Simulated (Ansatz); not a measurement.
`[CH3][Nb]([NH2])(=[O])[F]` at its PBE0-D4/def2-TZVP geometry, where that method's forces vanish. Total charge 0; spin multiplicity 1. Nb takes the def2 core potential.

```xyz
10

C     0.2199   -0.7279    1.3740
Nb    0.3191   -0.2578   -0.7269
N    -0.7370    1.3712   -0.9763
O     1.9315    0.1664   -1.0098
F    -0.2644   -1.7599   -1.7014
H     0.8113   -1.6328    1.5566
H    -0.8107   -0.9156    1.6915
H     0.6362    0.0753    1.9865
H    -1.7478    1.3996   -0.9988
H    -0.3583    2.2814   -1.1954
```

Problem. What forces (eV/Å) does PBE-D4/def2-TZVPP give on these atoms in Ansatz 0.2.0? (Best estimate.)

Solution. The calculation gave: 
```
C1  -0.008  0.021 -0.006
Nb2 -0.688 -0.250  0.220
N3   0.034  0.022  0.058
O4   1.017  0.275 -0.178
F5  -0.123 -0.352 -0.229
H6   0.117 -0.167  0.039
H7  -0.192 -0.033  0.064
H8   0.080  0.145  0.133
H9  -0.342  0.018 -0.019
H10  0.105  0.321 -0.080
```
